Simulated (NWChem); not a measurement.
System: C₂H₄ClNOSi; SMILES O(C#N)[Si@H](Cl)C

```xyz
10

C     -1.9532     0.1383     0.3074
Si    -0.2600     0.3492    -0.4303
Cl     0.6222     2.1166     0.1375
O      0.7994    -0.8477     0.2046
C      0.5392    -2.1103     0.0991
N      0.3251    -3.2541     0.0203
H     -2.3381    -0.8663     0.0949
H     -2.6506     0.8690    -0.1173
H     -1.9295     0.2756     1.3935
H     -0.2072     0.2423    -1.9016
```
Atoms are numbered in this order, from 1.

All runs: NWChem. Medium grid unless said otherwise, to which SCAN and Minnesota functionals are sensitive. Structure relaxed at the B3LYP/6-31G* (spherical d) level. Hybrids' shares of exact exchange are those that their runs print; pure functionals count as 0. The functionals differ in more than this share.

```csv
row,share of exact exchange,orbital gap (eV)
PBE/def2-TZVP,0.00,6.18
r2SCAN/def2-TZVP,0.00,6.86
B3LYP/def2-TZVP,0.20,withheld
M06-2X/def2-TZVP,0.54,10.75
Hartree-Fock/def2-TZVP,1.00,15.16
```

Problem. Fit a straight line of the last column on the one before it, predict the withheld value, and compare with the run.

Solution. 
1. Means of the 4 shown rows: x = 0.385, y = 9.738. Slope Σ(x − x̄)(y − ȳ)/Σ(x − x̄)² = 5.969/0.6987 = 8.543; intercept 6.448.
2. The shown rows scatter about the line by 0.303 (root mean square); the largest residual is +0.41, at r2SCAN/def2-TZVP.
3. At x = 0.20 (B3LYP/def2-TZVP; inside the shown range) the line gives 8.16.
4. The run gives 8.06, -0.10 from the line, 0.3 times the scatter.
